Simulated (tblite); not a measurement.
Parent: `[Cl:1][CH2:2][SiH2:3][C:4]1=[CH:5][CH2:6]1` with Cl1–C2–Si3–C4 -64°, C2–Si3–C4–C5 121°, C4H7ClSi.

The geometries are computed with GFN2-xTB (gas phase). One conformer each, not checked by frequencies here.

```csv
coordinate of the parent,value
Cl1–C2,1.788 Å
C2–Si3,1.915 Å
Si3–C4,1.852 Å
C4=C5,1.306 Å
C5–C6,1.487 Å
C4–C6,1.521 Å
Cl1–C2–Si3,109.6°
C2–Si3–C4,106.7°
Si3–C4–C5,153.8°
Si3–C4–C6,143.3°
C5–C4–C6,62.9°
C4–C5–C6,65.6°
C4–C6–C5,51.5°
```

Task: How does the shared frame change in `[O:1]=[C:2]([OH:3])[C@H:4]1[CH:5]=[C:6]1[SiH2:7][CH2:8][Cl:9]` with O1–C2–O3–H -2°, O1–C2–C4–C5 -33°, C5–C6–Si7–C8 118°, C6–Si7–C8–Cl9 66°, C5H7ClO2Si? Atoms pair as Cl1 = Cl9, C2 = C8, Si3 = Si7, C4 = C6, C5 = C4, C6 = C5 (parent first).

Result: 
```csv
parent,relative,value in the relative,change
Cl1–C2,Cl9–C8,1.787 Å,-0.001
C2–Si3,C8–Si7,1.912 Å,-0.003
Si3–C4,Si7–C6,1.858 Å,+0.006
C4=C5,C6–C4,1.534 Å,+0.228
C5–C6,C4–C5,1.500 Å,+0.013
C4–C6,C6=C5,1.298 Å,-0.223
Cl1–C2–Si3,Cl9–C8–Si7,108.5°,-1.1
C2–Si3–C4,C8–Si7–C6,104.4°,-2.3
Si3–C4–C5,Si7–C6–C4,138.0°,-15.8
Si3–C4–C6,Si7–C6–C5,157.1°,+13.8
C5–C4–C6,C4–C6–C5,63.3°,+0.4
C4–C5–C6,C6–C4–C5,50.6°,-15.0
C4–C6–C5,C6–C5–C4,66.0°,+14.5
```

Of the parent's bonds, C4–C5 changes most (+0.228 Å). Bonds of the relative outside the shared frame: O1=C2 1.208, C2–O3 1.341, C2–C4 1.474 Å. Point group C1 → C1.
